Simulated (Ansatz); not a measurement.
Species: C$_{2}$H$_{7}$Ge, net charge -1, singlet state. It need not be the lowest isomer of its formula. Whether it binds its extra electron was not tested at this geometry. 
Coordinates optimised at B3LYP-D3(BJ)/def2-TZVP (Ansatz, a first-principles code):
```xyz
10

C      1.5859    -0.6634    -0.4110
Ge    -0.0374     0.3996     0.3401
C     -1.4643    -0.7826    -0.6061
H      1.4823    -0.8889    -1.4783
H      1.6870    -1.6117     0.1293
H      2.5154    -0.1016    -0.2669
H     -0.0049     1.5180    -0.8515
H     -1.2086    -0.9941    -1.6504
H     -1.5594    -1.7386    -0.0783
H     -2.4455    -0.2954    -0.5842
```
Charge -1, spin multiplicity 1.

Parts of the frozen-core correlation energy in 6-31G (Ansatz, hartree). Frozen orbitals: 16; correlated occupied orbitals by spin: 10 and 10; virtual: 35 and 35. No spin-orbit coupling. No relativistic terms.

```json
[
 {"term": "reference (HF)", "value": "-2154.77633"},
 {"term": "MP2 opposite-spin", "value": "-0.19922"},
 {"term": "MP2 same-spin", "value": "(withheld)"},
 {"term": "CCSD correlation", "value": "(withheld)"},
 {"term": "(T)", "value": "(withheld)"},
 {"term": "T1 diagnostic", "value": "0.010"},
 {"term": "largest doubles amplitude", "value": "0.048"}
]
```

Some entries are withheld; supply them.


- MP2 same-spin, value: -0.04549
- CCSD correlation, value: -0.28808
- (T), value: -0.00627
